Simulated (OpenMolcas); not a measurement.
## Ionisation energies of strontium

* Program: OpenMolcas 26.06
* Basis: ANO-R3 [8s6p5d3f2g]
* Scalar Hamiltonian: X2C, finite nucleus
* Spin-orbit coupling: RASSI with atomic mean-field integrals over the reference wave functions, term energies averaged over their components

Active shells in each charge state: the valence s, p, d shells, with orbitals averaged over the low states. Where CASPT2's correlated closed shells are named, they are those of the first ion.

A. CASSCF
B. SS-CASPT2, IPEA 0.25 Eh, imaginary shift 0.1 Eh (closed shells correlated: 4s 4p)
C. SS-CASPT2, IPEA 0.25 Eh, imaginary shift 0.1 Eh (closed shells correlated: none)
D. SS-CASPT2, IPEA 0.25 Eh, imaginary shift 0.1 Eh (closed shells correlated: 3d 4s 4p)
E. SS-CASPT2, IPEA 0 Eh, imaginary shift 0.1 Eh (closed shells correlated: 4s 4p)

Energies in eV between the lowest computed levels, named as in B; reference values from the NIST Atomic Spectra Database with their kind.

```csv
From,To,A,B,C,D,E,Spin-orbit share in B,Reference
Sr 5s2 1S0,Sr+ 5s 2S 1/2,5.361,5.537,5.410,5.546,5.528,+0.000,5.695 (measured)
Sr+ 5s 2S 1/2,Sr2+ 4p6 1S0,10.397,10.935,10.397,10.939,10.980,+0.000,11.030 (measured)
```

Error against the reference values, in %:

```csv
From,Reference,A,B,C,D,E
Sr,measured,-5.9,-2.8,-5.0,-2.6,-2.9
Sr+,measured,-5.7,-0.9,-5.7,-0.8,-0.5
```

Mean absolute error over the 2 measured values: A 0.48 eV, B 0.13 eV, C 0.46 eV, D 0.12 eV, E 0.11 eV.

The lowest level within the active space need not be the ion's true ground level.
